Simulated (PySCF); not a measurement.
Sn(Br)(OH)2(NH2) (BrH4NO2Sn), SMILES [OH][Sn]([OH])([Br])[NH2]. Atoms are numbered in the order given.

```xyz
9

N      2.1659    -0.4435    -0.6915
Sn     0.2231     0.1995    -0.5500
O      0.0285     2.1872    -0.6270
O     -0.8275    -0.4298    -2.1278
Br    -0.6642    -0.6174     1.6632
H      2.2487    -1.3226    -0.1589
H      2.3613    -0.6790    -1.6766
H      0.3530     2.5738     0.2105
H     -1.6408     0.1083    -2.2056
```
Charge 0, spin multiplicity 1.

The structure is a stationary point at PBE-D3(BJ)/def2-SVP. The structure was generated by enumeration; whether it is a known compound was not checked. The def2 effective core potentials stand for the cores of Sn; spin–orbit coupling is left out. Other conformers were not sampled.

All values below come from PBE/def2-TZVP (PySCF).

The molecule is in vacuum.

The total energy is -2995.64537 hartree, the highest occupied level is -6.90 eV and the lowest empty level is -3.12 eV. The orbital gap is 3.78 eV, the dipole moment comes out as 0.78 D and the quadrupole, principal values (traceless, Buckingham form, about the centre of nuclear charge) is -6.30, -0.71, 7.01 D·Å. The mean static polarisability is 77.8 bohr³ (11.53 Å³). The polarisability, principal values is 67.6, 74.7, 91.0 bohr³.
